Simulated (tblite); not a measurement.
Problem. Give a GFN2-xTB geometry of `[CH2]C[C@@H](N)/C=N/C` [radical]. (Doublet state.)

Solution. 
Z-matrix in Å and degrees, rows numbered from 1:
```
C 
C   1  1.4615
C   2  1.5776  1  111.80
N   3  1.4445  2  109.08  1    65.56
C   3  1.4988  2  107.38  1  -170.10
N   5  1.2560  3  120.48  2  -108.06
C   6  1.4272  5  121.01  3   178.03
H   1  1.0720  2  119.70  3   -76.38
H   1  1.0736  2  120.28  3    88.19
H   2  1.0926  1  111.01  3   118.13
H   2  1.0921  1  111.04  3  -119.82
H   3  1.0965  2  107.68  1   -52.39
H   4  1.0156  3  108.66  2    71.24
H   4  1.0141  3  110.16  2  -171.89
H   5  1.1016  3  116.15  2    69.85
H   7  1.0911  6  108.11  5  -122.33
H   7  1.0909  6  108.31  5   121.24
H   7  1.0988  6  113.58  5    -0.55
```

Of the pairs four or more bonds apart, N6···H13 is among the closest relative to their van der Waals radii: 2.48 Å, 90 % of the sum of Bondi's values. The 3 C–N bonds span 1.256 Å (C5=N6, drawn double) to 1.445 Å (C3–N4, drawn single), a spread of 0.189 Å. C5 (carbon bonded to C, N and H) is planar (angles 123.3°, 120.5° and 116.1°, sum 360.0°, 0.01 Å off the plane of its three neighbours). The C–C distances run from 1.461 Å (C1–C2, drawn single) to 1.578 Å (C2–C3, drawn single), a spread of 0.117 Å.

Computed geometry: GFN2-xTB, gas phase. This method treats the open shell by occupation alone, without spin polarisation.

Point group: C1 (no symmetry element, even within 0.4 Å). Its GFN2-xTB frequencies are all real (lowest 65 cm⁻¹). Torsions: H–C1–C2–C3 -76° and 88°, C1–C2–C3–N4 66°, C2–C3–N4–H 71° and -172°, C2–C3–C5–N6 -108°. 3 starts were optimised and ended at 0.00, 0.02 and 2.04 kcal/mol (GFN2-xTB); the lowest of these is shown.

Time: 0.63 s of wall time. Hardware: an Arm Neoverse V2 with one thread, shared host with 96 logical CPUs at a one-minute load of 47. These figures are those of the optimisation.

One conformer stands for the species.
